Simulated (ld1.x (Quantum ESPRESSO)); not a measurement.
# How hard is this carbon (C) TM potential?

- Element: C (Z = 6)
- Generator: ld1.x (Quantum ESPRESSO) 7.5
- Type: norm-conserving Troullier–Martins (Kleinman–Bylander form)
- Functional: PBE
- Relativity: scalar-relativistic
- Frozen core: [He]
- Valence charge: 4
- Reference configuration: 2s1 2p3
- Partial waves: 2s (bound): rc 0.80 bohr; 2p (bound): rc 2.00 bohr
- Local potential: the p channel
- Core correction: a·sin(br)/r model core inside 0.50 bohr

The pseudo-atom Hamiltonian at the reference potential is diagonalised in spherical Bessel functions j_l(qr) that vanish at 20 bohr, with q² up to the cutoff. All-electron valence levels (Ry): 2s -1.0438, 2p -0.4199.

Problem. How do the lowest levels (Ry) of each channel move with the cutoff, and are there ghosts?

Solution.

```tsv
cutoff (Ry)	s #1	s #2	p #1	p #2	d #1	d #2	f #1	f #2	Σ f·Δε (mRy)
8	-0.9588	-0.0151	-0.2007	0.0390	0.0721	0.1689	0.1170	0.2511	742.3
15	-0.9828	-0.0161	-0.3529	0.0324	0.0721	0.1688	0.1170	0.2511	261.8
21	-1.0069	-0.0170	-0.3992	0.0310	0.0721	0.1688	0.1170	0.2511	98.7
30	-1.0189	-0.0174	-0.4186	0.0304	0.0721	0.1688	0.1170	0.2511	28.5
45	-1.0210	-0.0175	-0.4197	0.0303	0.0721	0.1688	0.1170	0.2511	23.2
60	-1.0253	-0.0177	-0.4198	0.0303	0.0721	0.1688	0.1170	0.2511	18.5
80	-1.0339	-0.0181	-0.4199	0.0303	0.0721	0.1688	0.1170	0.2511	9.9
100	-1.0401	-0.0183	-0.4199	0.0303	0.0721	0.1688	0.1170	0.2511	3.6
140	-1.0421	-0.0184	-0.4199	0.0303	0.0721	0.1688	0.1170	0.2511	1.6
200	-1.0431	-0.0185	-0.4199	0.0303	0.0721	0.1688	0.1170	0.2511	0.7
260	-1.0436	-0.0185	-0.4199	0.0303	0.0721	0.1688	0.1170	0.2511	0.1
400	-1.0437	-0.0185	-0.4199	0.0303	0.0721	0.1688	0.1170	0.2511	0.0
```

Result: no extra level below or beside the all-electron valence levels (s, p, d, f tested); 10 mRy is reached at 80 Ry and 1 mRy at 200 Ry.

Its largest configuration-test error is +766 meV.
